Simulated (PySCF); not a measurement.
# C⁺: ionisation energy

C⁺ [He] 2s2 2p1 (2P) → C²⁺ [He] 2s2 (1S), as a difference of total energies. Computed with PySCF 2.14 in 6-31G* (3s2p1d, 14 functions), with no relativity, point nucleus. Correlated levels: valence: 1s2 frozen. The calculations carry no spin-orbit coupling.

```
           method  ionisation energy (eV)
              UHF                  24.203
           r2SCAN                  25.033
           M06-2X                  24.557
    MP2 (valence)                  24.265
SCS-MP2 (valence)                  24.219
   CCSD (valence)                  24.063
CCSD(T) (valence)                  24.083
```

Errors of the correlated levels include the incompleteness of this basis and the frozen core.

The coupled-cluster amplitudes are large for C²⁺ (T1 above 0.03 or a double amplitude above 0.15), so a single reference is strained.

Question: Which method comes closest to the reference value, and which is furthest?

Answer: The reference is 24.378 eV (measured; NIST levels, between the centres of gravity of the two terms). Closest: MP2 (valence) (error -0.113 eV); furthest: r2SCAN (error 0.655 eV).
